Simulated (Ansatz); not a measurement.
Start from `C[C@@H]1C[Si@@H]1F` and change one atom or group to get `F[SiH]1CC1`.

Ansatz, PBE0-D4/def2-TZVP geometries, multiplicity 1. 

| property | `C[C@@H]1C[Si@@H]1F` |
| --- | --- |
| HOMO energy (PBE/def2-TZVPP) / eV | -5.75 |
| HOMO energy (ωB97M-V/def2-TZVPP) / eV | -9.13 |
| HOMO energy (B3LYP/def2-TZVPP) / eV | -6.75 |
| HOMO–LUMO gap (PBE/def2-TZVPP) / eV | 5.28 |
| zero-point energy (PBE0-D4/def2-TZVP) / kJ/mol | 243.9 |
| size of the dipole moment (ωB97M-V/def2-TZVPP) / D | 1.25 |

What does the change do to each property? (Best estimate.)

Computed: 
```json
{"property": "HOMO energy (PBE/def2-TZVPP) / eV", "`F[SiH]1CC1`": "-5.97", "shift": "-0.22"}
{"property": "HOMO energy (ωB97M-V/def2-TZVPP) / eV", "`F[SiH]1CC1`": "-9.39", "shift": "-0.26"}
{"property": "HOMO energy (B3LYP/def2-TZVPP) / eV", "`F[SiH]1CC1`": "-6.98", "shift": "-0.23"}
{"property": "HOMO–LUMO gap (PBE/def2-TZVPP) / eV", "`F[SiH]1CC1`": "5.58", "shift": "0.30"}
{"property": "zero-point energy (PBE0-D4/def2-TZVP) / kJ/mol", "`F[SiH]1CC1`": "169.3", "shift": "-74.6"}
{"property": "size of the dipole moment (ωB97M-V/def2-TZVPP) / D", "`F[SiH]1CC1`": "1.19", "shift": "-0.06"}
```

With PBE0 the HOMO falls by 0.24 eV and the LUMO rises by 0.10 eV, so the gap widens by about 0.34 eV. PBE moves the HOMO by -0.22 eV and ωB97M-V by -0.26 eV. The zero-point energy changes by -74.6 kJ/mol with -9 modes. Dipoles are sizes alone; their direction can turn.

B3LYP here is the variant with VWN-RPA as its local correlation; programs differ in this.
